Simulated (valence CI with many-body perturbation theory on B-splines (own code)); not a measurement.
# E1 line list for Cs5+

Method: relativistic CI+MBPT: four valence electrons over a frozen Dirac-Fock core [Kr] 4d10, a basis of 11 s, 11 p, 9 d, 7 f, 5 g, 2 h, 1 i functions for each j, with the one-electron correlation potential Σ1, the two-electron term Σ2, the three-electron term Σ3, Breit, model QED; selected CI, second order for the rest, scaled by the run's own slope (own B-spline code, finite nucleus).

Set against measurement, 29 paired levels are off by 322 cm⁻¹ on average, the worst by 678. These come from a selection out of Sansonetti, J. Phys. Chem. Ref. Data 38, 761 (2009). Levels without a partner in it may be off by more, other configurations by several thousand cm⁻¹.

Lines 101 to 150 of 235 in falling wavelength, among levels below 296830 cm⁻¹, chosen from the strongest by gf and those to the six lowest levels. Wavelengths and rates use the calculated energies, so an error of 300 cm⁻¹ moves a line at 75.99 nm by 0.23 % and its rate by three times that or more. Electric multipoles are in the length gauge, E1 and E2 with the static RPA response of the core. Weak lines are less certain than strong ones. Lines between different terms over intervals too small for the method are left out, as are lines whose strength nearly cancels. Where a level lies close to another of its J and parity, the split of strength between their lines is uncertain. The highest levels of a list are the least certain.

Names give the largest LS component (configuration and term), which can be under half, so a name can repeat, a term be missing and a line seem to break the LS rules; names also repeat where a configuration has a term twice. Letters in brackets count levels of one name in rising energy.

```tsv
λ vac (nm)	λ from measured levels	Upper	Lower	A (s⁻¹)	S (a.u.)
78.79		5p⁴ ³P_2	5s5p³ ³D°_3	1.24e+09	1.49e+00
78.04		5s²5p6p ³D_1	5s5p³ ³P°_2	3.16e+08	2.22e-01
77.49		5p⁴ ¹D_2	5s5p³ ³P°_2	3.18e+08	3.65e-01
75.99	75.89	5s5p³ ³D°_1	5s²5p² ³P_0	8.32e+08	5.40e-01
75.83		5p⁴ ³P_2	5s5p³ ³D°_2	4.84e+08	5.20e-01
75.09		5p⁴ ³P_2	5s5p³ ³D°_1	7.63e+07	7.97e-02
74.84	74.81	5s5p³ ¹D°_2	5s²5p² ¹D_2	1.06e+09	1.10e+00
73.43		5s5p²5d ⁵D_1	5s5p³ ³P°_2	1.44e+08	8.47e-02
73.29	73.22	5s5p³ ³P°_1	5s²5p² ³P_2	5.49e+07	3.20e-02
72.96	72.91	5s5p³ ³P°_2	5s²5p² ³P_2	1.39e+09	1.33e+00
72.92		5s²5p6p ³D_2	5s5p³ ³P°_2	1.12e+08	1.07e-01
71.26	71.20	5s5p³ ³P°_0	5s²5p² ³P_1	1.51e+09	2.70e-01
70.80	71.13	5s5p³ ³S°_1	5s²5p² ¹D_2	9.31e+07	4.89e-02
70.46	70.41	5s5p³ ³P°_1	5s²5p² ³P_1	1.37e+09	7.11e-01
70.20	70.40	5s5p³ ¹P°_1	5s²5p² ¹S_0	8.45e+08	4.33e-01
70.16	70.13	5s5p³ ³P°_2	5s²5p² ³P_1	2.15e+06	1.83e-03
69.85		5s5p²5d ⁵F_1	5s5p³ ³D°_2	1.68e+08	8.47e-02
68.71		5p⁴ ³P_0	5s5p³ ³D°_1	1.55e+09	2.48e-01
68.67		5s5p²5d ⁵F_2	5s5p³ ³D°_2	1.48e+08	1.18e-01
68.54		5p⁴ ¹D_2	5s5p³ ³D°_3	2.16e+08	1.71e-01
68.52		5p⁴ ³P_1	5s5p³ ³D°_2	6.91e+08	3.29e-01
68.13	68.17	5s²5p5d ³F°_2	5s²5p² ¹D_2	4.32e+08	3.37e-01
67.92		5p⁴ ³P_1	5s5p³ ³D°_1	5.56e+08	2.58e-01
67.66	67.85	5s²5p5d ³D°_1	5s²5p² ¹S_0	2.45e+07	1.12e-02
66.20	66.18	5s5p³ ¹D°_2	5s²5p² ³P_2	3.31e+06	2.37e-03
65.65	65.70	5s²5p5d ³F°_3	5s²5p² ¹D_2	8.25e+05	8.06e-04
65.24		5s5p²5d ⁵D_2	5s5p³ ³D°_3	1.10e+08	7.52e-02
64.94		5s²5p6p ³D_2	5s5p³ ³D°_3	5.93e+08	4.01e-01
64.90	64.85	5s5p³ ³P°_1	5s²5p² ³P_0	4.87e+08	1.97e-01
63.88	63.88	5s5p³ ¹D°_2	5s²5p² ³P_1	8.92e+07	5.74e-02
63.41		5s²5p6p ³P_0	5s5p³ ³D°_1	1.22e+09	1.54e-01
63.19		5p⁴ ³P_2	5s5p³ ⁵S°_2	6.84e+07	4.26e-02
63.11		5s²5p6p ³P_1	5s5p³ ³D°_2	1.28e+09	4.78e-01
63.03		5s5p²5d ⁵D_0	5s5p³ ³D°_1	5.80e+08	7.17e-02
63.02	63.28	5s5p³ ³S°_1	5s²5p² ³P_2	9.52e+09	3.53e+00
62.55	62.74	5s5p³ ¹P°_1	5s²5p² ¹D_2	6.45e+09	2.34e+00
61.71	61.81	5s²5p5d ³P°_1	5s²5p² ¹S_0	5.83e+06	2.03e-03
61.36	61.53	5s²5p5d ³P°_2 [a]	5s²5p² ¹D_2	1.27e+09	7.24e-01
60.91	61.17	5s5p³ ³S°_1	5s²5p² ³P_1	4.13e+09	1.38e+00
60.89	60.93	5s²5p5d ³F°_2	5s²5p² ³P_2	7.99e+08	4.45e-01
60.53	60.70	5s²5p5d ³D°_1	5s²5p² ¹D_2	1.48e+09	4.85e-01
58.98		5s5p²5d ⁵F_1	5s5p³ ⁵S°_2	2.62e+07	7.96e-03
58.93	58.97	5s²5p5d ³F°_2	5s²5p² ³P_1	4.74e+08	2.39e-01
58.91	58.95	5s²5p5d ³F°_3	5s²5p² ³P_2	1.90e+09	1.34e+00
58.14		5s5p²5d ⁵F_2	5s5p³ ⁵S°_2	2.51e+08	1.22e-01
58.03		5p⁴ ³P_1	5s5p³ ⁵S°_2	3.15e+05	9.11e-05
57.08	57.23	5s²5p5d ³D°_2	5s²5p² ¹D_2	3.10e+09	1.42e+00
56.94		5s5p²5d ⁵F_3	5s5p³ ⁵S°_2	6.62e+08	4.22e-01
56.71	56.93	5s5p³ ³S°_1	5s²5p² ³P_0	2.38e+09	6.44e-01
56.71		5s²5p6p ³D_1	5s5p³ ⁵S°_2	1.44e+06	3.88e-04
```
